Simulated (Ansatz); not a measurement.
Ideal-gas functions of `C[CH]1[O][AlH]1` at 600 K and 1 bar, from an Ansatz frequency run at PBE0-D4/def2-TZVP.

Molar mass 72.04 g/mol, point group C1 (symmetry number 1), electronic degeneracy 1, moments of inertia 33.718, 115.282, 131.954 u Å². Harmonic wavenumbers (cm⁻¹, unscaled): 214, 230, 383, 431, 450, 639, 706, 878, 959, 1055, 1126, 1153, 1345, 1392, 1466, 1485, 1981, 3023, 3066, 3093, 3119.

Use S(trans) = R[1.5 ln M + 2.5 ln T − 1.1517]; rotational temperatures θ = 24.2544 K / I; S(rot) = R[ln(√π/σ · √(T³/θAθBθC)) + 1.5]; for each mode x = 1.438777 ν̃/T, S = R[x/(eˣ − 1) − ln(1 − e⁻ˣ)] and H = RT x/(eˣ − 1); 1 cm⁻¹ = 0.0119627 kJ/mol; R = 8.31446 J/(mol·K).

**Question.** By hand: the entropy, in J/(mol·K).

**Answer.** Translation 176.7. Rotation: θ = 0.7193, 0.2104, 0.1838 K, giving 111.9. Vibration, mode by mode: 13.95, 13.37, 9.31, 8.40, 8.07, 5.53, 4.86, 3.51, 3.01, 2.51, 2.20, 2.09, 1.45, 1.32, 1.15, 1.11, 0.42, 0.05, 0.04, 0.04, 0.04, in all 82.4. Electronic 0.0. Sum 371.0 J/(mol·K).

**Question.** By hand: H − E and G − E in kJ/mol, counted from the electronic energy.

**Answer.** Zero-point energy ½ × 28194 × 0.0119627 = 168.6; thermal vibration 28.6; translation, rotation and pV give 4 RT = 20.0. H − E = 217.2 kJ/mol, and G − E = 217.2 − 600 × 371.0/1000 = -5.4 kJ/mol.

Vibration gives 22 % of the entropy. The sum counts one conformer and one mirror image; others add a mixing term.
